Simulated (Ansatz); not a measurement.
Two members of one family ([NbE4]3-), computed with Ansatz in the gas phase; def2 core potentials for Nb, no spin–orbit coupling. The two geometries come from different levels. A dash marks a value that wasn't run or was left out as unsound. The structures are stationary points that may keep the symmetry of their start. Remarks come from the PBE and PBE0 runs and from stability tests at other levels; not every state was tested. A HOMO above zero means that the electron is unbound at that level and held by the basis, or that self-interaction error raises the level; the energy of removing that electron tells which. HOMO above LUMO (over both spins in singlets and doublets, within one spin in higher multiplets; at PBE or PBE0), or a gap under 0.15 eV within one spin, warns that the state may not be the lowest or that an electron is smeared out.

First: [NbO4]3- (singlet, charge -3, PBE-D4/def2-SVPD geometry).

```xyz
5

Nb    0.001    0.000   -0.001
O    -0.629   -1.216   -1.312
O     1.577   -0.689    0.797
O    -1.329    0.235    1.332
O     0.381    1.670   -0.816
```

| level | HOMO (eV) | vertical IE (eV) |
| --- | --- | --- |
| PBE-D4/def2-SVPD | 8.63 | – |
| PBE-D4/def2-TZVPD | 8.52 | -6.17 |
| r2SCAN-D4/def2-TZVPD | 8.38 | -6.14 |
| PBE0-D4/def2-SVPD | 7.39 | – |
| PBE0-D4/def2-TZVPD | 7.36 | -5.93 |

Metal–donor distances: 4 × O 1.90 Å. Remarks: HOMO above zero at PBE or PBE0, HOMO above zero (-2 doublet), gap within one spin near zero at PBE or PBE0 (-2 doublet).

Second: [NbS4]3- (singlet, charge -3, B3LYP-D4/def2-SVPD geometry).

```xyz
5

Nb    0.0000    0.0000    0.0000
S     0.0136   -1.4784   -1.8009
S     1.8144    1.4514   -0.1729
S     0.1528   -1.2000    1.9914
S    -1.9809    1.2270   -0.0176
```

Question: What does the change do? Estimate second minus first.

Answer: 
| level | Δ HOMO (eV) | Δ vertical IE (eV) |
| --- | --- | --- |
| PBE-D4/def2-SVPD | -2.05 | – |
| PBE-D4/def2-TZVPD | -2.03 | 1.59 |
| r2SCAN-D4/def2-TZVPD | -2.02 | 1.65 |
| PBE0-D4/def2-SVPD | -1.71 | – |
| PBE0-D4/def2-TZVPD | -1.72 | 1.57 |

Metal–donor distances: 4 × S 2.33 Å. Remarks: HOMO above zero at PBE or PBE0, HOMO above zero (-2 doublet), gap within one spin near zero at PBE or PBE0 (-2 doublet).
